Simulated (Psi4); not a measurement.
chlorobenzene (C$_{6}$H$_{5}$Cl), singlet, geometry from GFN2-xTB; CCSD(T)/STO-3G (Psi4).

Here is a job for Psi4.
```
memory 2 GB

molecule mol {
0 1
Cl    2.230833    0.178301    0.001666
C     0.505653    0.040415    0.000378
C    -0.270115    1.188040    0.019311
C    -1.649225    1.070452    0.018162
C    -2.244936   -0.179428   -0.001677
C    -1.458233   -1.318817   -0.020483
C    -0.077952   -1.215859   -0.019571
H     0.201293    2.158229    0.034705
H    -2.258747    1.961460    0.032865
H    -3.320984   -0.265432   -0.002481
H    -1.918469   -2.295326   -0.035985
H     0.541595   -2.098853   -0.034150
}

set {
  basis sto-3g
  reference rhf
}

energy('ccsd(t)')
print_variables()
```

What the program printed (banner, timings and long lists left out):

```
   => Loading Basis Set <=

    Name: STO-3G
    Role: ORBITAL
    Keyword: BASIS

         ---------------------------------------------------------
                                   SCF
               by Justin Turney, Rob Parrish, Andy Simmonett
                          and Daniel G. A. Smith
                              RHF Reference
         ---------------------------------------------------------

  ==> Geometry <==

    Molecular point group: c1
    Full point group: C1

    Geometry (in Angstrom), charge = 0, multiplicity = 1:

       Center              X                  Y                   Z               Mass
    ------------   -----------------  -----------------  -----------------  -----------------
         CL           2.151697547582     0.171975821128     0.001606962924    34.968852682000
         C            0.426517547582     0.034089821128     0.000318962924    12.000000000000
         C           -0.349250452418     1.181714821128     0.019251962924    12.000000000000
         C           -1.728360452418     1.064126821128     0.018102962924    12.000000000000
         C           -2.324071452418    -0.185753178872    -0.001736037076    12.000000000000
         C           -1.537368452418    -1.325142178872    -0.020542037076    12.000000000000
         C           -0.157087452418    -1.222184178872    -0.019630037076    12.000000000000
         H            0.122157547582     2.151903821128     0.034645962924     1.007825032230
         H           -2.337882452418     1.955134821128     0.032805962924     1.007825032230
         H           -3.400119452418    -0.271757178872    -0.002540037076     1.007825032230
         H           -1.997604452418    -2.301651178872    -0.036044037076     1.007825032230
         H            0.462459547582    -2.105178178872    -0.034209037076     1.007825032230

  Running in c1 symmetry.

  Rotational constants: A =      0.19207  B =      0.05306  C =      0.04157 [cm^-1]
  Rotational constants: A =   5758.17307  B =   1590.55230  C =   1246.29442 [MHz]
  Nuclear repulsion =  317.505072523960735

  Charge       = 0
  Multiplicity = 1
  Electrons    = 58
  Nalpha       = 29
  Nbeta        = 29

  ==> Algorithm <==

  SCF Algorithm Type is PK.
  DIIS enabled.
  MOM disabled.
  Fractional occupation disabled.
  Guess Type is SAD.
  Energy threshold   = 1.00e-08
  Density threshold  = 1.00e-08
  Integral threshold = 1.00e-12

  ==> Primary Basis <==

  Basis Set: STO-3G
    Blend: STO-3G
    Number of shells: 28
    Number of basis functions: 44
    Number of Cartesian functions: 44
    Spherical Harmonics?: true
    Max angular momentum: 1

  ==> Integral Setup <==

  Using in-core PK algorithm.
   Calculation information:
      Number of atoms:                  12
      Number of AO shells:              28
      Number of primitives:             84
      Number of atomic orbitals:        44
      Number of basis functions:        44

      Integral cutoff                 1.00e-12
      Number of threads:                 1

  Performing in-core PK
  Using 981090 doubles for integral storage.
  We computed 71610 shell quartets total.
  Whereas there are 82621 unique shell quartets.

  ==> DiskJK: Disk-Based J/K Matrices <==

    J tasked:                  Yes
    K tasked:                  Yes
    wK tasked:                  No
    Schwarz Cutoff:          1E-12

  Minimum eigenvalue in the overlap matrix is 1.6638691367E-01.
  Reciprocal condition number of the overlap matrix is 6.5013182782E-02.
    Using symmetric orthogonalization.

  ==> Pre-Iterations <==

  SCF Guess: Superposition of Atomic Densities via on-the-fly atomic UHF (no occupation information).

   -------------------------
    Irrep   Nso     Nmo
   -------------------------
     A         44      44
   -------------------------
    Total      44      44
   -------------------------

  ==> Iterations <==

                        Total Energy        Delta E     RMS |[F,P]|

   @RHF iter SAD:  -677.88950377712501   -6.77890e+02   0.00000e+00
   @RHF iter   1:  -681.84985662972304   -3.96035e+00   5.30266e-03 ADIIS/DIIS
   @RHF iter   2:  -681.88752285597207   -3.76662e-02   2.21780e-03 ADIIS/DIIS
   @RHF iter   3:  -681.89342914709891   -5.90629e-03   4.11479e-04 ADIIS/DIIS
   @RHF iter   4:  -681.89373507571656   -3.05929e-04   1.01100e-04 ADIIS/DIIS
   @RHF iter   5:  -681.89375584402467   -2.07683e-05   2.91133e-05 DIIS
   @RHF iter   6:  -681.89375757395067   -1.72993e-06   8.33414e-06 DIIS
   @RHF iter   7:  -681.89375782547506   -2.51524e-07   2.98548e-06 DIIS
   @RHF iter   8:  -681.89375786381618   -3.83411e-08   1.27877e-06 DIIS
   @RHF iter   9:  -681.89375787004394   -6.22776e-09   2.94226e-07 DIIS
   @RHF iter  10:  -681.89375787045526   -4.11319e-10   5.57076e-08 DIIS
   @RHF iter  11:  -681.89375787046333   -8.07177e-12   1.21575e-08 DIIS
   @RHF iter  12:  -681.89375787046322    1.13687e-13   2.14647e-09 DIIS
  Energy and wave function converged.

  ==> Post-Iterations <==

    Orbital Energies [Eh]
    ---------------------

    Doubly Occupied:

[...]
    Virtual:

[...]
    Final Occupation by Irrep:
              A
    DOCC [    29 ]
    NA   [    29 ]
    NB   [    29 ]

  @RHF Final Energy:  -681.89375787046322

   => Energetics <=

    Nuclear Repulsion Energy =            317.5050725239607345
    One-Electron Energy =               -1567.9575357166336289
    Two-Electron Energy =                 568.5587053222096756
    Total Energy =                       -681.8937578704632188

Computation Completed

Properties will be evaluated at   0.000000,   0.000000,   0.000000 [a0]

Properties computed using the SCF density matrix

 Multipole Moments:

 ------------------------------------------------------------------------------------
     Multipole            Electronic (a.u.)      Nuclear  (a.u.)        Total (a.u.)
 ------------------------------------------------------------------------------------

[...]
	SCF energy                   =   -681.89375787046322
	One-electron energy          =  -1567.95753567856332
	Two-electron energy          =    568.55870528413936
	Reference energy             =   -681.89375787046322

            **************************
            *                        *
            *        CCENERGY        *
            *                        *
            **************************

    Nuclear Rep. energy (wfn)     =  317.505072523960735
    SCF energy          (wfn)     = -681.893757870463219
    Reference energy    (file100) = -681.893757870463219

    Input parameters:
    -----------------
    Wave function   =     CCSD_T
    Reference wfn   =     RHF
    Brueckner       =     No
    Maxiter         =     50
    R_Convergence   =     1.0e-07
    E_Convergence   =     1.0e-06
    Restart         =     Yes
    DIIS            =     Yes
    AO Basis        =     NONE
    ABCD            =     NEW
    Cache Level     =     2
    Cache Type      =     LOW
    Print Level     =     1
    Num. of threads =     1
    # Amps to Print =     10
    Print MP2 Amps? =     No
    Analyze T2 Amps =     No
    Print Pair Ener =     No
    Local CC        =     No
    SCS-MP2         =     False
    SCSN-MP2        =     False
    SCS-CCSD        =     False

MP2 correlation energy -0.3548416612908958
                Solving CC Amplitude Equations
                ------------------------------
  Iter             Energy              RMS        T1Diag      D1Diag    New D1Diag    D2Diag
  ----     ---------------------    ---------   ----------  ----------  ----------   --------
     0        -0.354841661290896    0.000e+00    0.000000    0.000000    0.000000    0.155424
     1        -0.394251897050937    9.247e-02    0.002515    0.013358    0.013358    0.176830
     2        -0.418892014484327    4.249e-02    0.002942    0.016840    0.016840    0.204511
     3        -0.424083209337149    1.637e-02    0.003212    0.018475    0.018475    0.217482
     4        -0.425210853071788    6.545e-03    0.003143    0.018325    0.018325    0.224798
     5        -0.425125770637129    1.403e-03    0.003116    0.018188    0.018188    0.225466
     6        -0.425069273747660    4.841e-04    0.003107    0.018144    0.018144    0.225476
     7        -0.425075666534456    1.508e-04    0.003104    0.018133    0.018133    0.225522
     8        -0.425079494146263    3.989e-05    0.003104    0.018132    0.018132    0.225533
     9        -0.425079070097909    9.979e-06    0.003104    0.018132    0.018132    0.225531
    10        -0.425078955589067    3.185e-06    0.003104    0.018133    0.018133    0.225531
    11        -0.425078971748042    1.160e-06    0.003104    0.018133    0.018133    0.225531
    12        -0.425079033003235    4.208e-07    0.003104    0.018133    0.018133    0.225531
    13        -0.425079054065319    1.246e-07    0.003104    0.018133    0.018133    0.225531
    14        -0.425079052153609    3.966e-08    0.003104    0.018133    0.018133    0.225531

    Iterations converged.

    Largest TIA Amplitudes:
             21   2         0.0126118119
             28   0        -0.0078529843
             24   2         0.0076337617
             17   2         0.0070205555
             18   2         0.0055007152
             25   0        -0.0049992313
             23  10        -0.0042245748
             20  12         0.0038168089
             16   2         0.0034896148
             21  11         0.0029539396

    Largest TIjAb Amplitudes:
     27  27   1   1        -0.1466910998
     28  28   0   0        -0.1280861636
     27  28   0   1         0.0881010528
     28  27   1   0         0.0881010528
     22  27   1   3        -0.0573928294
     27  22   3   1        -0.0573928294
     22  28   0   3         0.0545400697
     28  22   3   0         0.0545400697
     25  28   0   0         0.0414575665
     28  25   0   0         0.0414575665

    SCF energy       (wfn)                    = -681.893757870463219
    Reference energy (file100)                = -681.893757870463219

    Opposite-spin MP2 correlation energy      =   -0.280705390883138
    Same-spin MP2 correlation energy          =   -0.074136270407757
    Singles MP2 correlation energy            =   -0.000000000000000
    MP2 correlation energy                    =   -0.354841661290896
      * MP2 total energy                      = -682.248599531754166

    Opposite-spin CCSD correlation energy     =   -0.361558348986637
    Same-spin CCSD correlation energy         =   -0.063520703166972
    Singles CCSD correlation energy           =    0.000000000000000
    CCSD correlation energy                   =   -0.425079052153609
      * CCSD total energy                     = -682.318836922616811

            **************************
            *                        *
            *        CCTRIPLES       *
            *                        *
            **************************

    Wave function   =    CCSD_T
    Reference wfn   =      RHF

    Nuclear Rep. energy (wfn)                =  317.505072523960735
    SCF energy          (wfn)                = -681.893757870463219
    Reference energy    (file100)            = -681.893757870463219
    CCSD energy         (file100)            =   -0.425079052153609
    Total CCSD energy   (file100)            = -682.318836922616811

    Number of ijk index combinations:             4495
    Approx. words needed per explicit thread:           13500
    Number of threads for explicit ijk threading:    1

    MKL num_threads set to 1 for explicit threading.

    (T) energy                                =   -0.008880895878200
      * CCSD(T) total energy                  = -682.327717818494989

  Variable Map:
  ----------------------------------------------------------------------------
[...]
  Array Variable Map:
  ----------------------------------------------------------------------------
[...]
[...]
```
